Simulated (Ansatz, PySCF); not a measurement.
Gas-phase reaction in SMILES: [H]/[C-]=[O+]/[H] (CH2O) -> C=O (CH2O) [formaldehyde]
Geometries: B3LYP-D3(BJ)/def2-TZVP minima from Ansatz (a first-principles code). Unstable Hartree-Fock reference: [H]/[C-]=[O+]/[H] (CH2O).

Property: isomerisation energy (enthalpy at 298 K, with B3LYP-D3(BJ) rigid-rotor harmonic-oscillator terms from PySCF), in eV. Cores are frozen in the correlated levels unless marked. No spin-orbit coupling. Non-relativistic unless marked X2C. CBS(X,Y): correlation extrapolated as X^-3; Hartree-Fock from the larger set.

| level | program | isomerisation energy (eV) |
|---|---|---|
| HF/def2-TZVPD | PySCF | -2.11 |
| BP86/def2-TZVPD | PySCF | -2.32 |

Q: Estimate the value at CCSD(T)/CBS(def2-TZVPPD,def2-QZVPPD) as computed with Ansatz.

A: -2.24 eV, so BP86/def2-TZVPD differs from it by -0.08 eV.
